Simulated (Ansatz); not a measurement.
Cl2HOSSi, SMILES `O[Si]([S])(Cl)Cl` radical at its PBE0-D4/def2-TZVP geometry, where that method's forces vanish. Total charge 0; spin multiplicity 2.

```xyz
6

O    -0.9096   -0.5797   -0.8536
Si    0.2331    0.1856    0.0073
S    -0.5167    1.2704    1.6460
Cl    1.5290   -1.1148    0.9021
Cl    1.2233    1.3243   -1.3425
H    -1.5591   -1.0858   -0.3592
```

What forces (eV/Å) does ωB97M-V/def2-TZVPP give on these atoms in Ansatz? (An estimate is asked.)

Computed: 
```
O1  -0.089 -0.060  0.017
Si2  0.060  0.017  0.029
S3  -0.027  0.032  0.013
Cl4  0.021 -0.028 -0.005
Cl5  0.020  0.027 -0.016
H6   0.015  0.011 -0.039
```
